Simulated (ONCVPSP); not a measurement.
Cutoff test, Ru (Z = 44), ONCV

ONCVPSP 4.0.1 input, shortened (lines: element, Z, core and valence counts, functional; n l f; lmax; l rc ep ncon nbas qcut; lloc lpopt rc5 dvloc0; l nproj debl; icmod fcfact rcfact), PBEsol, scalar-relativistic:

```
  Ru 44.00    6    4  -116133      upf
    1    0    2.00
    2    0    2.00
    2    1    6.00
    3    0    2.00
    3    1    6.00
    3    2   10.00
    4    0    2.00
    4    1    6.00
    4    2    7.00
    5    0    1.00
    3
    0    1.95    0.00    4    8    6.10
    1    1.60    0.00    4    7   10.00
    2    2.35    0.00    5   10    6.10
    3    2.20    0.27    4    8    5.20
    4    4    1.25    3.00
    0    2    0.60
    1    1    2.60
    2    2    2.30
    3    2    0.30
    0    0.00    0.00
```

Problem. For each optimised wave give the share of its norm inside rc, the residual kinetic energy above qcut (Ha) and the cutoffs (Ha) for errors of 10, 1, 0.1 and 0.01 mHa per electron.

Solution.

```
         wave  norm inside rc  residual KE  10 mHa  1 mHa  0.1 mHa  0.01 mHa
           4s           0.985      2.5e-06     5.3    7.7     14.1      16.9
           5s           0.099      9.7e-06     4.3    9.8     15.2      19.1
           4p           0.875      9.1e-08    11.3   25.8     33.2      38.7
           4d           0.822      4.1e-05    12.6   15.4     17.6      42.9
d projector 2           0.275      4.0e-04    14.4   17.4     32.7      78.8
f projector 1           0.005      5.9e-06     1.0    4.5      9.2      12.9
f projector 2           0.040      8.6e-05     4.9    9.9     13.4      22.3
```

The occupied waves need 26 Ha and 33 Ha for 1 and 0.1 mHa. Rows with under 1 % of the norm inside rc give no meaningful cutoff.
